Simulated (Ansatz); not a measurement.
**Ligand exchange: HCl + GeH(CH3)2(SiH3) → SiH4 + GeH(CH3)2Cl**

Species: HCl (hydrogen chloride), singlet; GeH(CH3)2(SiH3), singlet; SiH4 (silane) `[SiH4]`, singlet; GeH(CH3)2Cl, singlet. The partners trade Cl for SiH3: H–Cl and Ge–SiH3 bonds give way to H–SiH3 and Ge–Cl.

Shapes, held fixed at every level: PBE0-D4/def2-TZVP. Programs: Ansatz 0.2.0. Electronic energies: no zero-point or thermal term.

| level | kind | ΔE (kJ/mol) | less CCSD(T)/def2-TZVPP |
| --- | --- | --- | --- |
| PBE-D4/def2-TZVPP | GGA | -64.8 | +9.9 |
| r2SCAN-D4/def2-TZVPP | meta-GGA | -75.9 | -1.2 |
| PBE0-D4/def2-TZVPP | global hybrid | -69.7 | +5.0 |
| wB97M-V/def2-TZVPP | range-separated hybrid | -80.4 | -5.7 |
| wB97X-V/def2-TZVPP | range-separated hybrid | -80.2 | -5.5 |
| B2PLYP/def2-TZVPP | double hybrid | -81.8 | -7.1 |
| CCSD/def2-TZVPP | coupled cluster or CI | -76.9 | -2.2 |
| CCSD(T)/def2-TZVPP | coupled cluster or CI | -74.7 | 0.0 |

The highest level, CCSD(T)/def2-TZVPP, gives ΔE = -74.7 kJ/mol; the levels span -81.8 to -64.8. The column of differences is taken from that level and isn't an error. No measured value is set beside it here. Relativity is left out for Ge unless named. Correlated rows may include outer-core shells of Ge, which these sets cover unevenly.
